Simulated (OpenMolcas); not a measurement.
Levels of Fe+ by method

```yaml
Program: OpenMolcas 26.06
Basis: ANO-RCC-VTZP [6s5p3d2f1g]
Scalar_Hamiltonian: DKH2, point nucleus
Active_space: 7 electrons in 11 orbitals (3d 4s 4d)
State_averaging: 2S+1 = 6 even, 5 roots; 2S+1 = 4 even, 12 roots kept (CI in the orbitals of an earlier block)
Spin-orbit_coupling: RASSI with atomic mean-field integrals over the reference wave functions, term energies averaged over their components
```

Methods on the same reference wave functions:
A. CASSCF
B. SS-CASPT2, IPEA 0.25 Eh, imaginary shift 0.1 Eh (closed shells correlated: 3s 3p)

Energies in eV above 3d6 4s 6D 9/2, the measured ground level; measured values from NIST Handbook of Basic Atomic Spectroscopic Data.

| Level | A | B | Measured |
| --- | --- | --- | --- |
| 3d6 4s 6D 9/2 | 0.0000 | 0.0000 | 0.0000 |
| 3d6 4s 6D 7/2 | 0.0433 | 0.0433 | 0.0477 |
| 3d6 4s 6D 5/2 | 0.0772 | 0.0772 | 0.0828 |
| 3d6 4s 6D 3/2 | 0.1014 | 0.1014 | 0.1070 |
| 3d6 4s 6D 1/2 | 0.1159 | 0.1160 | 0.1211 |
| 3d6 4s 4D 7/2 | 1.2326 | 0.984 |  |
| 3d6 4s 4D 5/2 | 1.2820 | 1.034 |  |
| 3d6 4s 4D 3/2 | 1.3173 | 1.069 |  |
| 3d6 4s 4D 1/2 | 1.3384 | 1.090 |  |
| 3d7 4F 9/2 | 1.4705 | 0.745 | 0.2322 |
| 3d7 4F 7/2 | 1.5338 | 0.809 | 0.3013 |
| 3d7 4F 5/2 | 1.5831 | 0.858 | 0.3519 |
| 3d7 4F 3/2 | 1.6183 | 0.893 | 0.3865 |

Deviations, from unrounded energies. A percentage is the sum of absolute deviations over the sum of measured energies, with the sign that they share, or ± where signs differ.

```json
{"Against measurement": "mean absolute deviation (cm-1)", "Levels": "8", "A": "5000", "B": "2100"}
{"Against measurement": "fine structure of the ground term (%)", "Levels": "4", "A": "-5.8", "B": "-5.8"}
{"Against measurement": "other configurations (%)", "Levels": "4", "A": "+387.9", "B": "+159.8"}
```

B lies closest to measurement on these levels. The largest miss of B in the table is 3d7 4F 9/2, by +4100 cm-1. The ranking rests on the paired levels alone, and a cruder setting can come out closer through cancelling errors.

The lowest spin-free term lies below A's lowest term by 0.390 hartree in B.

CASPT2 breaks the degeneracy within a term, and the mean is taken; among the terms shown or strongly mixed into the levels shown the widest spread is 450 cm-1 (3d7 4F, B). Terms from blocks run as CI alone lack orbitals of their own. Active for correlation alone: 4d; no level in the range computed is led by a configuration that fills it, so any true level of that kind is missing. Without dynamic correlation excited terms often stand tens of per cent too high (terms of higher spin than the ground term too low), and those without a measured partner can miss by more than the paired ones (holds for A). Measured partners are found by configuration, term and J. A level has none where our copy of the source lacks it or the pairing is in doubt (some pairs that miss far off the trend of their configuration count as doubtful), and it then counts in no deviation. Only configurations of the active space appear.
